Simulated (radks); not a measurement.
Values are calculated unless marked as measured or tabulated.
Rb+, configuration [Kr].

Level of theory: Dirac Kohn-Sham, BLYP, spin-unpolarised, spherical densities, point nucleus (a radial shooting solver on a logarithmic mesh with Libxc functionals).

Energy parts (hartree):
| part | energy |
|---|---|
| total | -2981.76496 |
| kinetic | 3066.87598 |
| electron-nucleus | -7191.51431 |
| Hartree | 1244.03484 |
| exchange-correlation | -101.16146 |

Orbitals (lengths in bohr, moments of r in powers of bohr; <r^-3> diverges for s and p1/2; r(max) is where P^2 peaks):
orbital  occ.  eigenvalue (hartree)       <r^4>      <r>  <r^-3>   r(max)
1s1/2       2             -552.6021  0.00001234  0.04029       -  0.02628
2s1/2       2             -73.98571    0.002398   0.1776       -   0.1497
2p1/2       2             -67.13421    0.001631   0.1522       -   0.1173
2p3/2       4             -64.89884    0.001781   0.1563    1566   0.1207
3s1/2       2             -11.14536      0.1416   0.5106       -   0.4510
3p1/2       2              -8.69188      0.1573   0.5118       -   0.4405
3p3/2       4              -8.35596      0.1703   0.5223   237.8   0.4494
3d3/2       4              -4.06075      0.2350   0.5233   31.74   0.3912
3d5/2       6              -4.00373      0.2417   0.5271   30.58   0.3939
4s1/2       2              -1.37709       9.133    1.451       -    1.258
4p1/2       2              -0.81136       18.76    1.693       -    1.404
4p3/2       4              -0.77845       20.56    1.731   23.31    1.433

The highest occupied level is 4p3/2 at -21.183 eV. The density falls to 0.001 e/bohr^3 at r = 3.65 bohr. Summed over all electrons, <r^2> = 31.50 bohr^2, which gives a Langevin (diamagnetic) susceptibility term of -25 x 10^-6 cm^3/mol. For comparison, the ionisation energy in NIST's Atomic Spectra Database is 27.290 eV (measured). In exact Kohn-Sham theory the highest level is minus the ionisation energy, but local and semilocal functionals leave it too shallow, through self-interaction and a potential that decays too fast; potentials with the right tail come closer.
